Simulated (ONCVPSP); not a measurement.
## Ta (Z = 73): variants of one ONCV potential

Base potential:

Ta, optimised norm-conserving Vanderbilt (ONCV), made with ONCVPSP 4.0.1 (LDA (Perdew-Wang 92), fully relativistic). Core [Kr] 4d10 4f14, reference 5s2 5p6 5d3 6s1.75 6p0.25. Waves: 5s+6s: rc 2.15 bohr, ncon 3, nbas 6, qcut 6.4 1/bohr, 3 projectors, debl 1.2 Ha; 5p+6p: rc 2.35 bohr, ncon 4, nbas 8, qcut 5.9 1/bohr, 2 projectors; 5d: rc 1.95 bohr, ncon 4, nbas 7, qcut 4.5 1/bohr, 1 projector; f scattering state at 0.32 Ha: rc 1.95 bohr, ncon 3, nbas 7, qcut 5.5 1/bohr, local. Local part: the f channel. Core correction: Teter function, fcfact 4.75, rcfact 1.65.

Open shells are filled in proportion to 2j + 1.

All-electron outer shells of the reference configuration (LDA (PZ), scalar-relativistic, ld1.x):

```tsv
shell	level (eV)	outermost node (bohr)	outermost maximum (bohr)
4d	-222.40	0.22	0.46
5s	-73.59	0.54	0.98
5p	-39.96	0.58	1.13
4f	-25.33	–	0.44
6s	-5.89	1.32	2.74
5d	-4.13	0.65	1.58
6p	-1.69	1.59	3.85
```

Cutoffs, loose and tight: the cutoffs (Ha) at which the residual kinetic energy of the hardest occupied pseudo-wave falls to 1 and 0.1 mHa per electron. They do not see the model core or the augmentation charge, which bear on the density cutoff. Test errors are all-electron minus pseudo excitation energies from the reference, over the configurations 5s2 5p6 5d3 6s2 6p0; 5s2 5p6 5d3 6s1 6p0; 5s2 5p6 5d3 6s0 6p0; 5s2 5p6 5d3 6s0 6p2. A dash means not determined; rows that change the core or the reference have their own tests.

| change | outcome | cutoff, loose | cutoff, tight | bound ghosts | GHOST(+) flags above zero | largest test error (meV) |
| --- | --- | --- | --- | --- | --- | --- |
| base | generated | 20 Ha | 42 Ha | none | d5/2, d3/2 | -18 |
| core correction Teter function, fcfact 2.5, rcfact 1.65 | generated | 20 Ha | 42 Ha | none | d5/2, d3/2 | -15 |
| core correction Teter function, fcfact 3.1, rcfact 1.65 | generated | 20 Ha | 42 Ha | none | d5/2, d3/2 | -16 |
| core correction Teter function, fcfact 4, rcfact 1.65 | generated | 20 Ha | 42 Ha | none | d5/2, d3/2 | -17 |
| core correction Teter function, fcfact 4.8, rcfact 1.65 | generated | 20 Ha | 42 Ha | none | d5/2, d3/2 | -18 |
| core correction Teter function, fcfact 5.9, rcfact 1.65 | generated | 20 Ha | 42 Ha | none | d5/2, d3/2 | -19 |
| core correction Teter function, fcfact 6.7, rcfact 1.65 | generated | 20 Ha | 42 Ha | none | d5/2, d3/2 | -20 |
| core correction Teter function, fcfact 7.4, rcfact 1.65 | generated | 20 Ha | 42 Ha | none | d5/2, d3/2 | -21 |

**Question.** What comes out with this change to the base: core correction Teter function, fcfact 1.2, rcfact 1.65?

**Answer.** outcome: generated; cutoff, loose: 20 Ha; cutoff, tight: 42 Ha; bound ghosts: none; GHOST(+) flags above zero: d5/2, d3/2; largest test error (meV): -12.

Reading the sweep of the fcfact (base included, trends over the rows without a ghost): The loose cutoff stays near 20 Ha. The median size of the test errors (rows with all tests solved) rises from 2.8 meV at 1.2 to 5.4 meV at 7.4.
